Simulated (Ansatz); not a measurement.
`S=C[SiH2]Br` + H₂ → `[SiH3]Br` + `C=S` at 400 K and 1 bar (hydrogenolysis of the Si–C bond).

Isolated molecules relaxed with PBE0-D4/def2-TZVP in Ansatz; ΔE leaves out vibrations. CCSD(T)/CBS adds triple-zeta CCSD(T) − MP2 to the extrapolated MP2 energy (def2 sets, frozen cores). This one scheme is used for every species. For Br outer-core shells are correlated without core-valence functions, which leaves a few kJ/mol of doubt a bond. Scalar relativity is left out up to krypton. One conformer a species, not always the lowest.

```tsv
species	CCSD(T)/CBS energy (Eh)	H − E (kJ/mol)	S (J/(mol·K))
`S=C[SiH2]Br`	-3300.04247	118.0	374.8
H₂	-1.17544	38.0	139.0
`[SiH3]Br`	-2864.23411	85.1	279.6
`C=S`	-436.98974	79.4	242.5
```

H − E and S are ideal-gas, rigid-rotor, harmonic terms from PBE0-D4/def2-TZVP, for one conformer and one mirror image of each species. For small species the MP2-based limit differs from directly extrapolated CCSD(T) by up to some mEh (0.8 for H₂); such offsets cancel only in part. 1 Eh = 2625.50 kJ/mol, R = 8.31446 J/(mol·K).

Problem. By hand: ΔE, ΔH, ΔS and ΔG.

Solution. ΔE = (-2864.23411) + (-436.98974) − (-3300.04247) − (-1.17544) = -0.00594 Eh = -15.6 kJ/mol. Δ(H − E) = 85.1 + 79.4 − 118.0 − 38.0 = 8.5, so ΔH = -7.1 kJ/mol. ΔS = 279.6 + 242.5 − 374.8 − 139.0 = 8.3 J/(mol·K). ΔG = -7.1 − 400 × (8.3)/1000 = -10.4 kJ/mol.

Problem. By hand: the equilibrium constant, and the temperature at which ΔG would vanish if ΔH and ΔS stayed fixed.

Solution. log₁₀ K = −ΔG/(RT ln 10) = 1.4. ΔH and −TΔS have one sign here, so there is no such temperature.

TΔS isn't small against ΔH here. A doubt of 5 kJ/mol in ΔE shifts log₁₀ K by 0.7 here. Other conformers and mirror images would add mixing entropy, several J/(mol·K) or more a flexible species. Modes under 60 cm⁻¹, often nearly free rotors, make the harmonic entropy too high. These are equilibria of isolated gas molecules and say nothing of rates. Largest T1 diagnostic: 0.016 (customary marks: 0.02 for closed shells, 0.045 for open ones).

ΔS is within the doubt of such terms, so its sign, and with it that verdict, could turn.
